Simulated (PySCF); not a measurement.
A small calculation by hand: chemical shift, span and skew from a shielding tensor

Si(F)2(NCO)(OH) (CHF2NO2Si), SMILES O=C=N[Si](O)(F)F. Atoms are numbered in the order given.

```xyz
8

O      0.0224    -3.3305     0.0000
C      0.0107    -2.1531     0.0000
N     -0.0052    -0.9431     0.0000
Si     0.0028     0.7484     0.0000
O      1.5648     1.2554     0.0000
F     -0.8042     1.3014     1.2895
F     -0.8042     1.3014    -1.2895
H      1.7120     2.2173     0.0000
```

Coordinates come from a PBE-D3(BJ)/def2-SVP optimisation. This is a generated structure with no PubChem entry under its InChIKey; it may be hypothetical. The values are those of a single conformer.

GIAO shieldings from HF/pcSseg-1 in PySCF, non-relativistic, no solvent. The symmetric part of the tensor of Si4 has the principal values 480.6, 487.3, 524.5 ppm. The same nucleus in TMS has σ = 393.8 ppm at this level (PySCF, at its B3LYP-D3(BJ)/def2-TZVP geometry).

**Question.** Work out the isotropic shielding, the ²⁹Si shift against TMS, the span and the skew.

**Answer.** 
σ(iso) = (σ11 + σ22 + σ33)/3 = 497.5 ppm. δ = σ(ref) − σ(iso) = 393.8 − (497.5) = -103.7 ppm.
Span Ω = σ33 − σ11 = 43.9 ppm. Skew κ = 3(σ(iso) − σ22)/Ω = 0.69. Tumbling in solution averages the tensor to δ; in a static solid the shielding alone would spread this spin-1/2 line over Ω.
